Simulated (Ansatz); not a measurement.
`FB1CC1Cl` + H₂S → `SB1CC1Cl` + H–F at 298.15 K and 1 bar (ligand exchange at a B–F bond).

Gas-phase electronic energies from Ansatz, PBE0-D4/def2-TZVP geometries. CCSD(T)/CBS is the MP2 limit (def2-TZVPP, def2-QZVPP) plus CCSD(T) − MP2 in def2-TZVPP, frozen cores. This one scheme is used for every species. Each species was taken in one conformer, which may not be the lowest.

| species | CCSD(T)/CBS energy (Eh) | H − E (kJ/mol) | S (J/(mol·K)) |
| --- | --- | --- | --- |
| `FB1CC1Cl` | -662.27153 | 147.0 | 313.9 |
| H₂S | -398.97279 | 49.9 | 205.7 |
| `SB1CC1Cl` | -960.84036 | 169.2 | 328.7 |
| H–F | -100.39570 | 33.5 | 173.6 |

H − E and S are ideal-gas, rigid-rotor, harmonic terms from PBE0-D4/def2-TZVP, for one conformer and one mirror image of each species. 1 Eh = 2625.50 kJ/mol, R = 8.31446 J/(mol·K).

Question: By hand: ΔE, ΔH, ΔS and ΔG.

Answer: ΔE = (-960.84036) + (-100.39570) − (-662.27153) − (-398.97279) = 0.00826 Eh = 21.7 kJ/mol. Δ(H − E) = 169.2 + 33.5 − 147.0 − 49.9 = 5.8, so ΔH = 27.5 kJ/mol. ΔS = 328.7 + 173.6 − 313.9 − 205.7 = -17.3 J/(mol·K). ΔG = 27.5 − 298.15 × (-17.3)/1000 = 32.7 kJ/mol.

Question: By hand: the equilibrium constant, and the temperature at which ΔG would vanish if ΔH and ΔS stayed fixed.

Answer: log₁₀ K = −ΔG/(RT ln 10) = -5.7. ΔH and −TΔS have one sign here, so there is no such temperature.

ΔH outweighs TΔS. A doubt of 5 kJ/mol in ΔE shifts log₁₀ K by 0.9 here. Other conformers and mirror images would add mixing entropy, several J/(mol·K) or more a flexible species. These are equilibria of isolated gas molecules and say nothing of rates. Largest T1 diagnostic: 0.012 (customary marks: 0.02 for closed shells, 0.045 for open ones).
